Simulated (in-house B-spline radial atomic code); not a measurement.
Computed with a B-spline radial atomic code. Model: two electrons, singlet ground state, non-relativistic, full CI in B-splines with partial waves to l = 8 (at full coupling up to 3e-4 hartree above the limit, correlation up to 0.6 % small), density held at that of full coupling by Lieb maximisation.

W(λ) is the mean repulsion in the state of coupling λ less the Hartree energy of the fixed density. Its start is exact exchange, its initial slope is twice the second-order Görling-Levy correlation energy, and its area from 0 to 1 is E_xc. A straight curve means weak, dynamic correlation, and a curve that drops fast and flattens means strong correlation.

Command:
```bash
python run_ac.py task.json out
```
Settings (lengths in bohr, energies in hartree):
```
potential              gauss
strength               4.32
lmax                   8
second                 2.79
```

Cost of the run: 12 s on 1 thread of Intel(R) Xeon(R) Processor @ 2.30GHz, on a shared host.

**W = mean repulsion less Hartree energy, and W of three functionals.**

Given: confinement Gaussian well; well depth 4.32 hartree; well width 2.79 bohr; external potential -V exp(-r^2/w^2).

Computed: LDA exchange minus exact 101.49 millihartree; PBE exchange minus exact 29.321 millihartree.

| coupling | W xc (hartree) | W xc minus exchange (millihartree) | kinetic minus Kohn-Sham (millihartree) | LDA (PW92) W minus its exchange (millihartree) | PBE W minus its exchange (millihartree) | SCAN W minus its exchange (millihartree) |
| --- | --- | --- | --- | --- | --- | --- |
| 0 | -0.69643 | 0 | 0 | 0 | 0 | 0 |
| 0.02 | -0.69838 | -1.952 | 0.02 | -11.1 | -3.14 | -1.88 |
| 0.05 | -0.70126 | -4.831 | 0.12 | -22.38 | -7.6 | -4.62 |
| 0.12 | -0.70776 | -11.329 | 0.67 | -42.06 | -17.16 | -10.72 |
| 0.25 | -0.71905 | -22.627 | 2.75 | -68.79 | -32.7 | -21.22 |
| 0.4 | -0.73096 | -34.533 | 6.61 | -92.28 | -48.14 | -32.25 |
| 0.6 | ? | ? | ? | ? | ? | ? |
| 0.8 | -0.75778 | -61.354 | 22.48 | -137.24 | -81.07 | -57.35 |
| 1 | -0.76899 | -72.567 | 32.55 | -154.3 | -94.46 | -68.05 |
| 1.4 | -0.78804 | -91.611 | 55.27 | -182.08 | -117.11 | -86.65 |
| 2 | -0.81029 | -113.86 | 92.78 | -213.61 | -143.86 | -109.2 |
| 3 | -0.83657 | -140.14 | 157.6 | -250.83 | -176.54 | -137.14 |
| 4.5 | -0.86201 | -165.58 | 251.5 | -288.01 | -210.07 | -165.46 |
| 7 | ? | ? | ? | ? | ? | ? |
| 10 | -0.90489 | -208.47 | 541.81 | -356.08 | -273.08 | -213.38 |

Q: What belongs in the row 0.6?

A: W xc (hartree): -0.74518; W xc minus exchange (millihartree): -48.757; kinetic minus Kohn-Sham (millihartree): 13.69; LDA (PW92) W minus its exchange (millihartree): -117.07; PBE W minus its exchange (millihartree): -65.82; SCAN W minus its exchange (millihartree): -45.49.

Q: What belongs in the row 7?

A: W xc (hartree): -0.88713; W xc minus exchange (millihartree): -190.7; kinetic minus Kohn-Sham (millihartree): 392.94; LDA (PW92) W minus its exchange (millihartree): -326.84; PBE W minus its exchange (millihartree): -245.8; SCAN W minus its exchange (millihartree): -193.9.

Q: What is the SCAN exchange minus exact?

A: 2.8637 millihartree.

**Energy parts, natural occupations and partial-wave weights.**

Computed: total energy -5.0420 hartree; exchange energy -0.69643 hartree; kinetic part of the DFT correlation energy 0.032551 hartree; kinetic part over minus potential part 0.44857; Hartree energy 1.3929 hartree; Kohn-Sham kinetic 1.134 hartree; Lieb Oxford ratio E_xc over LDA exchange 1.2378.

| natural | occupation of the shell (electrons) |
| --- | --- |
| s | 1.9696 |
| p | ? |
| s | 0.0018837 |
| d | 0.00082829 |
| p | 0.00020607 |
| f | 9.9103e-05 |

Q: What belongs in the row p?

A: occupation of the shell (electrons): 0.027223.

| wave | weight |
| --- | --- |
| s | 0.98577 |
| p | ? |
| d | 0.00043435 |
| f | 5.4997e-05 |
| g | 1.2139e-05 |

Q: What belongs in the row p?

A: weight: 0.013721.

Q: What is the correlation energy?

A: -0.040016 hartree.

Q: What is the initial slope twice GL2?

A: -0.09825 hartree.

Half-way to full coupling W has made 57 % of its drop, against 50 % for a straight line, and second-order (GL2) theory, half the initial slope, overshoots the correlation energy by about 23 %: a moderate bend, as in light atoms. Over couplings 0 to 1 the errors in E_xc come to about +44 millihartree for LDA, +15 millihartree for PBE, +5.4 millihartree for SCAN, so SCAN is nearest. In LDA and PBE the errors of exchange and correlation have opposite signs, so the sum is smaller than the larger of the two.
